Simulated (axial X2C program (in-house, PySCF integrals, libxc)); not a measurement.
Potential curves of Sn₂⁺, without spin–orbit coupling

Calculated with an in-house relativistic program for diatomic molecules. Spin-free means the one-electron spin-free X2C Hamiltonian. Basis: Sn dyall-cv3z [11s12p9d4f1g] (cores contracted in-house); Gaussian nuclei, density fitting, unrestricted open shells. Masses: Sn 119.902 u.

State: M_S = 3/2, Λ = 0 (beyond evenly filled blocks: σα, π+α, π-α). Energies in kJ/mol from the fragments at the same level (Sn+ + Sn). Fits are polynomials in 1 − R0/R over 0.85 to 1.23 times the lowest point R0.

```csv
R (Å),PBE0,CCSD,CCSD(T)
2.4308,-212.84,,
2.5425,-248.98,-202.28,-214.41
2.6264,-264.06,-219.71,-232.32
2.7102,-271.50,-228.89,-242.02
2.7940,-273.22,-231.83,-245.52
2.8918,-269.88,-229.45,-243.88
2.9896,-262.49,-222.62,-237.90
3.1153,-249.07,-209.59,-226.13
3.2690,-229.32,,
```

Correlated methods: 7 electrons correlated (number of frozen shells: Sn 4 s, 3 p, 2 d), 321 virtual spin orbitals or spinors in MP2, 90 natural virtuals in coupled cluster.

Occupations by symmetry block were frozen at the best pattern of an incomplete PBE0 search. De is counted from the lowest determinant-based energies of the atoms at the same level, without counterpoise correction. Coupled cluster ran in a truncated set of natural virtual spinors; the MP2 energy of the rest was added. (T) has no such correction and the atoms are truncated less, which lowers De at CCSD(T) by a hundredth of an eV or more. Other states lie close and PBE0, whose exact exchange favours high spin, may order them wrongly; the determinant shown need not be the ground state. The nearest other spin-free determinant of the search, M_S = 1/2, Λ = 0, lies 0.41 eV up at the distance of the search. With the outer-core shells frozen, correlated bond lengths of heavy atoms tend to come out a few hundredths of an ångström too long. Spin-free De lacks the spin–orbit lowering of the heavy p-block atom, a tenth of an eV or more for 4p and 5p, up to an eV for 6p and one to two eV for 7p atoms, less what an open-shell molecule gains itself. Coupled cluster ran on the points near the minimum only. MP2 and coupled cluster on one determinant become unreliable at the stretched end.

Fit the PBE0 curve near its minimum: give the equilibrium distance, the harmonic wavenumber and the well depth.

At PBE0, spin-free: Re = 2.782 Å, ωe ≈ 172 cm⁻¹, De = 2.83 eV to Sn+ + Sn; Be follows as 0.0363 cm⁻¹.

Fit the CCSD curve near its minimum: give the equilibrium distance, the harmonic wavenumber and the well depth.

At CCSD, spin-free: Re = 2.801 Å, ωe ≈ 174 cm⁻¹, De = 2.40 eV to Sn+ + Sn; Be follows as 0.0358 cm⁻¹.

Fit the CCSD(T) curve near its minimum: give the equilibrium distance, the harmonic wavenumber and the well depth.

At CCSD(T), spin-free: Re = 2.812 Å, ωe ≈ 169 cm⁻¹, De = 2.55 eV to Sn+ + Sn; Be follows as 0.0356 cm⁻¹.
